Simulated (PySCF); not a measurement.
Species: C4H9FOSi.
Z-matrix (Å and degrees, PBE0-D3(BJ)/def2-SVP geometry), rows numbered from 1:
```
C 
O   1  1.4044
C   2  1.4018  1  114.76
Si  3  1.9244  2  105.71  1   175.24
C   4  1.9016  3   76.91  2   -91.05
C   5  1.5285  4   86.19  3   -21.82
F   6  1.3765  3  115.36  2   -46.88
H   1  1.1075  2  110.99  3    59.51
H   1  1.1012  2  112.36  3   -62.36
H   1  1.0993  2  107.22  3   177.71
H   3  1.1056  2  111.85  1   -46.94
H   4  1.4933  3  115.25  2   157.51
H   4  1.4883  3  116.73  2    24.83
H   5  1.0971  4  124.71  3  -142.25
H   5  1.1020  4  107.50  3    86.87
H   6  1.1071  3  107.80  2  -166.79
```

Computed with PySCF at wB97X-D/def2-SVPD, non-relativistic, on one gas-phase PBE0-D3(BJ)/def2-SVP geometry that isn't relaxed in the solvent. The solvent is an IEF-PCM continuum (cavity from Bondi-type radii × 1.2), and excitations are vertical TDDFT with non-equilibrium linear response and a frozen core. Only the electrostatic response of the medium enters.

Gas-phase singlets (H = HOMO, L = LUMO):

```json
{"state": "S1", "E (eV)": "6.861", "λ (nm)": "181", "f": "0.024", "leading configurations": "H→L 59%, H→L+2 14%"}
{"state": "S2", "E (eV)": "7.127", "λ (nm)": "174", "f": "0.014", "leading configurations": "H→L+2 45%, H→L 29%"}
{"state": "S3", "E (eV)": "7.592", "λ (nm)": "163", "f": "0.024", "leading configurations": "H→L+1 42%, H→L+3 26%"}
{"state": "S4", "E (eV)": "7.692", "λ (nm)": "161", "f": "0.022", "leading configurations": "H-1→L 55%, H→L+1 13%"}
{"state": "S5", "E (eV)": "7.879", "λ (nm)": "157", "f": "0.050", "leading configurations": "H-1→L+2 29%, H-2→L 24%"}
```

What are the lowest 5 singlets in chloroform (ε = 4.711)?

| state | E (eV) | λ (nm) | f | leading configurations | change by rank (eV) |
| --- | --- | --- | --- | --- | --- |
| S1 | 6.912 | 179 | 0.034 | H→L 56%, H→L+1 19% | +0.051 |
| S2 | 7.183 | 173 | 0.023 | H→L 32%, H→L+2 32% | +0.056 |
| S3 | 7.632 | 162 | 0.050 | H-1→L 35%, H→L+1 16% | +0.040 |
| S4 | 7.734 | 160 | 0.018 | H-1→L 34%, H→L+1 25% | +0.042 |
| S5 | 7.877 | 157 | 0.086 | H-2→L 22%, H-1→L+2 22% | -0.002 |

Give the list for tetrahydrofuran (ε = 7.426), n² = 1.97.

```tsv
state	E (eV)	λ (nm)	f	leading configurations	change by rank (eV)
S1	6.922	179	0.033	H→L 55%, H→L+1 21%	+0.061
S2	7.195	172	0.022	H→L 33%, H→L+2 29%	+0.068
S3	7.639	162	0.047	H-1→L 35%, H→L+3 16%	+0.047
S4	7.744	160	0.016	H-1→L 33%, H→L+1 24%	+0.052
S5	7.883	157	0.086	H-2→L 21%, H-1→L+2 20%	+0.004
```

How do the frontier levels move from gas to tetrahydrofuran?

```csv
orbital,gas (eV),solvent (eV),change (eV),"Löwdin shares, gas","Löwdin shares, solvent"
LUMO+2,2.43,2.50,+0.07,"Si4 23 %, H13 16 %, C6 10 %, F7 8 %","Si4 31 %, H13 18 %, F7 8 %, C6 7 %"
LUMO+1,2.26,2.38,+0.12,"Si4 36 %, H12 10 %, H16 8 %, C6 6 %","Si4 26 %, C6 9 %, C1 8 %, C5 7 %"
LUMO,1.89,2.04,+0.15,"Si4 38 %, H13 12 %, H12 12 %, C5 10 %","Si4 38 %, H13 13 %, H12 11 %, C3 10 %"
HOMO,-9.19,-9.18,+0.01,"O2 42 %, C3 15 %, C6 10 %, C1 8 %","O2 41 %, C3 15 %, C6 10 %, C1 8 %"
HOMO-1,-10.09,-10.01,+0.08,"O2 26 %, C3 23 %, Si4 14 %, C5 12 %","O2 24 %, C3 24 %, Si4 15 %, C5 14 %"
HOMO-2,-10.57,-10.50,+0.07,"C5 33 %, Si4 18 %, F7 15 %, C6 10 %","C5 32 %, Si4 18 %, F7 14 %, C6 11 %"
HOMO-3,-11.51,-11.45,+0.06,"O2 22 %, C1 18 %, C3 13 %, H10 10 %","O2 15 %, C1 13 %, Si4 11 %, C3 10 %"
```

The HOMO–LUMO gap goes from 11.09 to 11.22 eV. Rows go by rank; for LUMO+1 and LUMO+2 the atom shares or the degeneracy differ between the runs, so the row needn't follow one orbital.
